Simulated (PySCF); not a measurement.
# Two-photon absorption: SMILES CC=C=C(C)[Se]C, C$_{6}$H$_{10}$Se

Geometry:
```json
{"atom": "C1", "x (Å)": "-2.631", "y (Å)": "-0.754", "z (Å)": "0.370"}
{"atom": "C2", "x (Å)": "-1.561", "y (Å)": "-0.163", "z (Å)": "-0.500"}
{"atom": "C3", "x (Å)": "-0.546", "y (Å)": "0.553", "z (Å)": "-0.077"}
{"atom": "C4", "x (Å)": "0.468", "y (Å)": "1.257", "z (Å)": "0.364"}
{"atom": "C5", "x (Å)": "0.470", "y (Å)": "2.751", "z (Å)": "0.520"}
{"atom": "Se6", "x (Å)": "2.127", "y (Å)": "0.434", "z (Å)": "0.872"}
{"atom": "C7", "x (Å)": "1.648", "y (Å)": "-1.411", "z (Å)": "0.549"}
{"atom": "H8", "x (Å)": "-2.465", "y (Å)": "-0.513", "z (Å)": "1.429"}
{"atom": "H9", "x (Å)": "-2.662", "y (Å)": "-1.851", "z (Å)": "0.263"}
{"atom": "H10", "x (Å)": "-3.626", "y (Å)": "-0.378", "z (Å)": "0.080"}
{"atom": "H11", "x (Å)": "-1.650", "y (Å)": "-0.349", "z (Å)": "-1.581"}
{"atom": "H12", "x (Å)": "1.254", "y (Å)": "3.208", "z (Å)": "-0.105"}
{"atom": "H13", "x (Å)": "-0.501", "y (Å)": "3.172", "z (Å)": "0.225"}
{"atom": "H14", "x (Å)": "0.672", "y (Å)": "3.034", "z (Å)": "1.566"}
{"atom": "H15", "x (Å)": "0.789", "y (Å)": "-1.695", "z (Å)": "1.172"}
{"atom": "H16", "x (Å)": "2.523", "y (Å)": "-2.016", "z (Å)": "0.824"}
{"atom": "H17", "x (Å)": "1.407", "y (Å)": "-1.564", "z (Å)": "-0.511"}
```

Method: TDDFT CAM-B3LYP/aug-cc-pVDZ excited states, vertical, gas phase (PySCF). Geometry: PBE0-D3(BJ)/def2-SVP.

The calculation is non-relativistic, which matters for the atoms heavier than Zn.

Task: How strongly do the lowest singlets absorb one photon, and two photons of half the energy?

Result: δ for parallel linear polarisation; σ at the peak of a Lorentzian of half width 0.1 eV, single beam; Ω is circular over linear.
| state | E (eV) | f | photon λ (nm) | δ (au) | σ (GM) | Ω | main |
| --- | --- | --- | --- | --- | --- | --- | --- |
| S1 | 4.21 | 0.000 | 589 | 6.14 | 0.04 | 1.39 | HOMO→LUMO+1 0.39, HOMO→LUMO+4 0.30 |
| S2 | 5.01 | 0.006 | 495 | 75.5 | 0.69 | 0.65 | HOMO→LUMO 0.46, HOMO→LUMO+4 0.22 |
| S3 | 5.15 | 0.023 | 482 | 197 | 1.91 | 1.29 | HOMO→LUMO+2 0.26, HOMO→LUMO+1 0.19 |
| S4 | 5.53 | 0.144 | 449 | 212 | 2.38 | 1.14 | HOMO→LUMO+2 0.38, HOMO→LUMO+3 0.12 |
| S5 | 5.79 | 0.004 | 428 | 508 | 6.25 | 0.58 | HOMO→LUMO+3 0.55, HOMO→LUMO+4 0.09 |
| S6 | 5.88 | 0.001 | 422 | 21.9 | 0.28 | 0.96 | HOMO−1→LUMO 0.31, HOMO−1→LUMO+11 0.17 |

Among these, the strongest one-photon state is S4, the strongest two-photon state S5, with a dipole change of 4.8 D (relaxed, norm of the difference vector).
